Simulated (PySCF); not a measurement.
The free ion Ru2+ in its d6 configuration.

Method (PySCF 2.14, density fitting): CASSCF(6,5) with orbitals averaged over all microstates of the shell, strongly contracted NEVPT2 on the averaged canonical orbitals; basis x2c-TZVPall; spin-free X2C; gas phase; spin-orbit coupling by state interaction with the mean-field operator over all roots.

(1) What is the ground state?

(2) Which is the lowest state of another spin?

(3) What magnetic behaviour follows?

The job took 7.4 s on one thread of Arm Neoverse V1 (shared host), with 63 basis functions, launched as `OMP_NUM_THREADS=1 python lf_run.py task.json out`.

## Answers

(1) 5D (S = 2, orbital degeneracy 5), by NEVPT2.

(2) 3H at 15946 cm⁻¹ by NEVPT2; CASSCF alone puts it at 17108 cm⁻¹ above the same ground state.

(3) The lowest spin-orbit level is 9-fold with J = 4; the next lies at 1151.8 cm⁻¹. μeff is 6.72 μB at 300 K and 6.70 μB at 10 K; the free-ion value g_J√(J(J+1)) for the Hund's-rule level J = 4 is 6.71 μB.
